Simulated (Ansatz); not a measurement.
`F[SiH](F)[Si](Cl)(Cl)Cl`. Charge 0, multiplicity 1. The geometry is a stationary point of PBE0-D4/def2-TZVP. It is one conformer, not always the lowest.

```xyz
8

F     0.611    2.106    0.655
Si    0.776    0.886   -0.346
F     0.351    1.379   -1.792
Si   -0.677   -0.828    0.318
Cl   -0.501   -2.389   -0.980
Cl   -0.154   -1.458    2.184
Cl   -2.606   -0.186    0.341
H     2.200    0.490   -0.380
```

(1) What is the dipole moment at PBE/def2-TZVPP? (Best estimate.)

(2) And with r2SCAN, B3LYP, ωB97M-V? (Best estimate.)

(3) Give the Mulliken charges with PBE, ωB97M-V, B3LYP in def2-TZVPP. (An estimate is asked.)

Answers

(1) The calculation gave: 0.94 D, with components (0.77, -0.54, 0.08) D in this frame, pointing from negative to positive charge.

(2) The calculation gave: r2SCAN 0.97 D, B3LYP 1.04 D, ωB97M-V 1.01 D.

(3) The calculation gave: 
```tsv
atom	PBE	ωB97M-V	B3LYP
F1	-0.25	-0.29	-0.30
Si2	0.62	0.65	0.71
F3	-0.25	-0.29	-0.30
Si4	0.44	0.41	0.52
Cl5	-0.16	-0.16	-0.19
Cl6	-0.16	-0.16	-0.19
Cl7	-0.16	-0.15	-0.18
H8	-0.07	-0.03	-0.07
```

B3LYP here is the variant with VWN-RPA as its local correlation; programs differ in this.

Computed with Ansatz.
